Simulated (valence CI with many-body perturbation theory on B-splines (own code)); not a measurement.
**Valence orbitals of Hg⁶⁶⁺**

Method: relativistic CI+MBPT: four valence electrons over a frozen Dirac-Fock core [Ne], radial functions for each j: 11 s, 11 p, 10 d, 8 f, 5 g, 2 h, with the one-electron correlation potential Σ1 (screened to all orders), the two-electron term Σ2, the three-electron term Σ3, Breit, model QED; selected single and double excitations, second order for the rest, scaled by the run's own slope (own B-spline code, finite nucleus).

No measured spectrum was set against this ion. As an estimate, large intervals hold to a few tenths of a per cent, small ones and those within an open d or f shell to about a per cent. Among the levels kept, up to 590 cm⁻¹ of a level comes from second order outside the variational space, and about a tenth of that is noise between levels of different J, which matters for small intervals.

These are the spectroscopic orbitals of the CI (the correlating ones are not listed), shaped by the core and the other valence electrons. h is the expectation value of the core's Dirac-Fock operator, without the valence repulsion; Σ1 is computed up to l = 3 at one energy for each symmetry, that of its lowest orbital but kept below the first core excitation, so for empty shells it is not the orbital's own correlation shift; Breit and QED include the response of the core.

| Orbital | h (hartree) | Σ1 (cm⁻¹) | Breit (cm⁻¹) | QED (cm⁻¹) | ⟨r⟩ (bohr) |
| --- | --- | --- | --- | --- | --- |
| 3s1/2 | -317.11 | -7708 | 63512 | 54676 | 0.1668 |
| 4s1/2 | -172.09 | -2607 | 24537 | 21917 | 0.3097 |
| 5s1/2 | -107.7 | -1198 | 11665 | 10722 | 0.4984 |
| 6s1/2 | -73.657 | -655 | 6516 | 6036 | 0.7316 |
| 7s1/2 | -53.519 | -398 | 4006 | 3727 | 1.010 |
| 8s1/2 | -40.632 | -260 | 2638 | 2462 | 1.332 |
| 3p1/2 | -310.42 | -10173 | 106932 | 4999 | 0.1562 |
| 4p1/2 | -169.31 | -3377 | 41378 | 2017 | 0.3013 |
| 5p1/2 | -106.31 | -1560 | 19860 | 1002 | 0.4916 |
| 6p1/2 | -72.866 | -855 | 11141 | 568 | 0.7264 |
| 7p1/2 | -53.026 | -520 | 6868 | 353 | 1.006 |
| 8p1/2 | -40.305 | -341 | 4532 | 234 | 1.330 |
| 3p3/2 | -290.29 | -8223 | 55806 | 8914 | 0.1686 |
| 4p3/2 | -161.07 | -2880 | 21902 | 3622 | 0.3179 |
| 5p3/2 | -102.17 | -1361 | 11989 | 1812 | 0.5124 |
| 6p3/2 | -70.503 | -755 | 6786 | 1033 | 0.7515 |
| 7p3/2 | -51.554 | -464 | 4210 | 644 | 1.035 |
| 8p3/2 | -39.326 | -306 | 2793 | 429 | 1.363 |
| 3d3/2 | -282.62 | -10468 | 48021 | -1238 | 0.1437 |
| 4d3/2 | -158.14 | -2992 | 17528 | -352 | 0.2955 |
| 5d3/2 | -100.73 | -1342 | 8347 | -148 | 0.4920 |
| 6d3/2 | -69.688 | -729 | 4658 | -76.7 | 0.7331 |
| 7d3/2 | -51.048 | -443 | 2868 | -45.0 | 1.019 |
| 3d5/2 | -278.04 | -8869 | 22986 | 1159 | 0.1474 |
| 4d5/2 | -156.17 | -2519 | 8234 | 619 | 0.3001 |
| 5d5/2 | -99.716 | -1132 | 4052 | 340 | 0.4976 |
| 6d5/2 | -69.102 | -617 | 2267 | 203 | 0.7398 |
| 7d5/2 | -50.679 | -376 | 1399 | 130 | 1.027 |
| 4f5/2 | -154.62 | -2527 | 1808 | -298 | 0.2607 |
| 5f5/2 | -98.945 | -1229 | 1235 | -155 | 0.4596 |
| 6f5/2 | -68.664 | -693 | 762 | -90.2 | 0.7032 |
| 7f5/2 | -50.406 | -429 | 506 | -56.8 | 0.9915 |
| 4f7/2 | -153.77 | -2350 | 570 | 165 | 0.2630 |
| 5f7/2 | -98.505 | -1135 | 385 | 81.8 | 0.4623 |
| 6f7/2 | -68.408 | -638 | 227 | 47.0 | 0.7063 |
| 7f7/2 | -50.245 | -395 | 151 | 29.6 | 0.9950 |
| 5g7/2 | -98.359 |  | 42.3 | -76.3 | 0.4059 |
| 6g7/2 | -68.321 |  | 41.8 | -44.9 | 0.6502 |
| 7g7/2 | -50.189 |  | 32.4 | -28.6 | 0.9395 |
| 5g9/2 | -98.102 |  | 9.7 | 58.1 | 0.4076 |
| 6g9/2 | -68.172 |  | 9.5 | 33.4 | 0.6521 |
| 7g9/2 | -50.095 |  | 7.1 | 20.9 | 0.9416 |
| 6h9/2 | -68.153 |  |  |  | 0.5788 |
| 6h11/2 | -68.055 |  |  |  | 0.5802 |

Among the shells of the start configuration 3s2 3p2, Σ1 is largest in size for 3p1/2, where it is 0.015 % of h.

Lowest root of each symmetry, sizes in configuration state functions:

```tsv
J	Parity	Roots	Reference	Variational	Second order	Change by selected CI (cm⁻¹)	Change by second order (cm⁻¹)
0	even	13	61	22857	42436	-12537	0
1	even	18	125	32000	149618	-10756	-49
2	even	27	164	31997	212850	-11570	-200
3	even	16	123	31999	268465	-14038	-206
4	even	12	79	31999	243751	-13401	-271
5	even	3	28	31994	69939	-12955	-39
0	odd	10	50	23847	39079	-10638	-1
1	odd	24	134	31997	149927	-12281	-102
2	odd	25	164	32000	208093	-10305	-166
3	odd	19	138	31990	268634	-12661	-258
4	odd	12	86	31992	240797	-10950	-241
5	odd	4	39	31999	106610	-17924	-84
6	odd	1	12	19858	79938	-14840	-24
```
